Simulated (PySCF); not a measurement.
Species: C₇H₁₃F.
Structure used (PBE0-D3(BJ)/def2-SVP), in Å, numbered top down from 1:
```
atom  x, y, z in Å
C1     3.3383   -0.4005    0.2839
C2     2.1854   -1.0161    0.0169
C3     0.8397   -0.6037    0.5240
C4    -0.1890   -0.3277   -0.5797
C5    -1.5999   -0.1059   -0.0336
C6    -2.2473   -1.3371    0.5789
C7     0.2530    0.8558   -1.4196
F8    -0.6152    1.0601   -2.4669
H9     4.2889   -0.7657   -0.1127
H10    3.3739    0.4915    0.9183
H11    2.1990   -1.9076   -0.6247
H12    0.9373    0.2862    1.1709
H13    0.4472   -1.4100    1.1670
H14   -0.2169   -1.2044   -1.2552
H15   -2.2237    0.2583   -0.8650
H16   -1.5692    0.7142    0.7073
H17   -1.6872   -1.7189    1.4468
H18   -2.3172   -2.1552   -0.1558
H19   -3.2679   -1.1160    0.9255
H20    0.2771    1.7745   -0.8045
H21    1.2625    0.6916   -1.8309
```

Level: CAM-B3LYP/def2-SVPD in PySCF, non-relativistic, on one gas-phase PBE0-D3(BJ)/def2-SVP geometry that isn't relaxed in the solvent. The solvent is an IEF-PCM continuum (cavity from Bondi-type radii × 1.2). Specific hydrogen bonds and non-electrostatic terms are outside this model.

Gas phase at CAM-B3LYP/def2-SVPD: HOMO -8.89 eV, LUMO 1.20 eV, dipole 1.74 D.

Q: What does the continuum do to the energy, the frontier levels and the dipole at CAM-B3LYP/def2-SVPD in chloroform and acetonitrile?

A: 
```
     solvent      ε  E(solvent) − E(gas) (kJ/mol)  polarisation term (kJ/mol)  distortion of the solute (kJ/mol)  HOMO (eV)  LUMO (eV)  dipole (D)
  chloroform  4.711                        -10.65                      -11.64                               0.99      -8.74       1.36        2.03
acetonitrile  35.69                        -14.70                      -16.69                               1.99      -8.71       1.40        2.15
```

Polarisation term: ½ Σ q·V over the induced surface charges. Distortion: the rise of the solute's own energy as its density leaves the gas-phase optimum. From chloroform to acetonitrile the lowering changes by a factor 1.38, Onsager's factor (ε − 1)/(2ε + 1) by 1.35 and ε itself by 7.6.

Q: Which radius a makes the point-dipole formula ΔE = −[(ε − 1)/(2ε + 1)]·μ²/a³ give the value in acetonitrile, with the gas-phase dipole?

A: μ = 0.685 au and |ΔE| = 0.00560 Eh give a = 1.81 Å; the farthest nucleus lies 4.14 Å from the centroid of the nuclei, so such a sphere wouldn't even hold the nuclei. The formula assumes a rigid point dipole at the centre of a sphere.

Q: Give the dipole vector in the frame of the coordinates (D, pointing from negative to positive charge), gas and acetonitrile.

A: Gas (0.65, -0.58, 1.51), solvent (0.78, -0.67, 1.89). Its length changes by +23 % and its direction by 2°.

Q: How does the static polarisability (CAM-B3LYP/def2-SVPD, frozen core, with the continuum's full static response) change?

A: 
```tsv
medium	isotropic (au)	principal values (au)	⟨r²⟩ of the electrons (bohr²)
gas	87.4	76.0, 79.4, 106.9	1336.8
chloroform	107.3	96.1, 97.9, 127.8	1337.3
acetonitrile	117.2	105.6, 109.4, 136.5	1337.6
```

The isotropic value in acetonitrile is 1.34 times the gas-phase one; no cavity-field correction is applied. ⟨r²⟩ is taken about the centre of nuclear charge.
